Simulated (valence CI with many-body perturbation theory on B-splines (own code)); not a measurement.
**Energy levels of Kr²³⁺**

Computed by valence CI with perturbative core correlation (CI+MBPT): three valence electrons over a frozen Dirac-Fock core [Ne], a basis of 11 s, 11 p, 10 d, 8 f, 5 g, 2 h functions for each j, with the one-electron correlation potential Σ1 (screened to all orders), the two-electron term Σ2, the three-electron term Σ3, Breit, model QED; selected single and double excitations, second order for the rest, scaled by the run's own slope (own B-spline code, finite nucleus).

No measured levels were compared; by estimate levels of excited configurations hold to 0.05 to 0.15 % of their energy, terms of the ground configuration to about 0.5 %.

Levels 136 to 152 of 152, with energies above the lowest level, 3s2.3p 2P°_1/2. "Leading %" is the weight of the configuration and term that name the level; weights of strongly mixed levels are sums over their largest components and can fall short. In the jj column 3d3/2^4 stands for four electrons in 3d with j = 3/2.

```
No.  Configuration  Term     J  E (eV)  Leading %             Leading jj      g  Second component
136            3d3    4P   3/2  412.45         79   3d3/2^2 3d5/2 (61 %)  1.619       15 % 3d3 2P
137            3d3    4P   1/2  412.54         92   3d3/2^2 3d5/2 (78 %)  2.521        7 % 3d3 2P
138            3d3    4P   5/2  413.90         97   3d3/2 3d5/2^2 (64 %)  1.589                  
139            3d3    2H  11/2  414.60        100  3d3/2 3d5/2^2 (100 %)  1.089                  
140            3d3    2G   9/2  415.25         52         3d5/2^3 (60 %)  1.021       46 % 3d3 2H
141            3d3    2D   3/2  415.83         61   3d3/2 3d5/2^2 (75 %)  1.051       20 % 3d3 2P
142            3d3    2P   1/2  416.87         91   3d3/2 3d5/2^2 (78 %)  0.812        7 % 3d3 4P
143            3d3    2D   5/2  417.76         96   3d3/2 3d5/2^2 (60 %)  1.203                  
144            3d3    2P   3/2  419.24         63         3d5/2^3 (85 %)  1.180       31 % 3d3 2D
145            3d3    2F   7/2  421.48         98   3d3/2 3d5/2^2 (78 %)  1.139                  
146            3d3    2F   5/2  421.82         96   3d3/2 3d5/2^2 (50 %)  0.864                  
147            3d3    2D   5/2  431.62         96         3d5/2^3 (45 %)  1.193                  
148            3d3    2D   3/2  431.84         98   3d3/2 3d5/2^2 (86 %)  0.798                  
149         3s2.4s    2S   1/2  469.43         97         3s^2 4s (97 %)  2.001                  
150         3s2.4p   2P°   1/2  494.42         96      3s^2 4p1/2 (96 %)  0.665                  
151         3s2.4p   2P°   3/2  498.92         95      3s^2 4p3/2 (95 %)  1.333                  
152       3s.3p.4s   4P°   1/2  518.20         94     3s 3p1/2 4s (96 %)  2.570
```

Names give the largest LS component (configuration and term), which can be under half, so a name can repeat, a term be missing and a line seem to break the LS rules; names also repeat where a configuration has a term twice.
